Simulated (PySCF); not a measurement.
**Electron correlation in N (nitrogen, neutral)**

[He] 2s2 2p3, high-spin 4S determinant. All numbers are calculated (PySCF 2.14, the spin-free X2C one-electron Hamiltonian (Gaussian nucleus), in aug-cc-pCVTZ-DK with one added diffuse shell each of s, p, d, f type (8s7p5d3f, 75 functions)). Frozen: nothing; 7 electrons correlated.

| level | correlation energy (mhartree) |
| --- | --- |
| CCSD | -165.82 |
| (T) | -2.88 |
| CCSD(T) | -168.70 |

Diagnostics: T1 = 0.0058, D1 = 0.0150, largest double amplitude 0.025.

Cost of the coupled-cluster step: of the order of 20 core-seconds, for 7 correlated electrons.

Iterations:

```
CC2 = 0
CCSD nocc = (np.int64(5), np.int64(2)), nmo = (75, 75)
frozen orbitals [[], []]
max_cycle = 100
direct = 0
conv_tol = 1e-08
conv_tol_normt = 1e-06
diis_space = 8
diis_start_cycle = 0
Init t2, MP2 energy = -0.148904056792606
Init E_corr(UCCSD) = -0.148904056793209
cycle = 1  E_corr(UCCSD) = -0.162214528245881  dE = -0.0133104715  norm(t1,t2) = 0.0296937
cycle = 2  E_corr(UCCSD) = -0.164665806554961  dE = -0.00245127831  norm(t1,t2) = 0.0109868
cycle = 3  E_corr(UCCSD) = -0.165890791573754  dE = -0.00122498502  norm(t1,t2) = 0.00523905
cycle = 4  E_corr(UCCSD) = -0.165811427564259  dE = 7.93640095e-05  norm(t1,t2) = 0.00104729
cycle = 5  E_corr(UCCSD) = -0.165817454892064  dE = -6.0273278e-06  norm(t1,t2) = 0.000302229
cycle = 6  E_corr(UCCSD) = -0.165822650062768  dE = -5.1951707e-06  norm(t1,t2) = 9.1571e-05
cycle = 7  E_corr(UCCSD) = -0.165822493940061  dE = 1.56122706e-07  norm(t1,t2) = 2.2315e-05
cycle = 8  E_corr(UCCSD) = -0.16582245903342  dE = 3.49066409e-08  norm(t1,t2) = 4.81552e-06
cycle = 9  E_corr(UCCSD) = -0.165822493075173  dE = -3.4041753e-08  norm(t1,t2) = 1.60424e-06
cycle = 10  E_corr(UCCSD) = -0.165822493780932  dE = -7.05759007e-10  norm(t1,t2) = 3.76064e-07
UCCSD converged
E(UCCSD) = -54.59626372703536  E_corr = -0.1658224937809324
UCCSD(T) correction = -0.00288327436388263
```
